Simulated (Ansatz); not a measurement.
YSi₆. Total charge 0; doublet. Geometry PBE-D4/def2-SVP; atoms count from 1.

| atom | x (Å) | y (Å) | z (Å) |
| --- | --- | --- | --- |
| Y1 | 0.1071 | 0.5497 | 2.1678 |
| Si2 | 0.1911 | -0.9168 | -1.0529 |
| Si3 | 0.7699 | 1.4215 | -0.3482 |
| Si4 | 1.9173 | -0.7690 | 0.5651 |
| Si5 | -0.6759 | 0.9314 | -2.2696 |
| Si6 | -1.5595 | 0.5501 | -0.0121 |
| Si7 | -0.7501 | -1.7669 | 0.9500 |

In the def2 sets Y takes a core potential; there is no spin–orbit coupling. Another isomer (doublet) lies 0.07 eV lower at r2SCAN-D4/def2-TZVP.

Estimate the Mulliken populations from the PBE0/def2-TZVP orbitals of Ansatz.


```tsv
atom	charge (e)	spin (α − β)	d electrons
Y1	0.55	0.38	1.59
Si2	0.02	-0.06	–
Si3	-0.11	0.07	–
Si4	-0.15	0.25	–
Si5	-0.05	0.04	–
Si6	-0.11	0.07	–
Si7	-0.15	0.25	–
```
Mulliken values and Mayer orders depend strongly on the basis.

Where does the spin sit?

Summed by element: Y 0.38, Si 0.62, of 1 unpaired in all. Largest on single atoms: Y1 0.38, Si7 0.25, Si4 0.25.

And the Mayer bond orders between bonded heavy atoms (over 0.3)?

Y1–Si3 0.80 (2.74 Å); Y1–Si4 0.84 (2.75 Å); Y1–Si6 0.80 (2.74 Å); Y1–Si7 0.84 (2.75 Å); Si2–Si3 0.52 (2.51 Å); Si2–Si4 0.83 (2.37 Å); Si2–Si5 0.85 (2.38 Å); Si2–Si6 0.52 (2.51 Å); Si2–Si7 0.83 (2.37 Å); Si3–Si4 0.55 (2.64 Å); Si3–Si5 0.78 (2.45 Å); Si3–Si6 0.63 (2.51 Å); Si5–Si6 0.78 (2.45 Å); Si6–Si7 0.55 (2.64 Å). Values over 0.3 also appear between atoms too far apart for a bond (Si4–Si7 0.50 at 2.87 Å); they arise where an orbital or an unpaired electron spreads over both atoms.
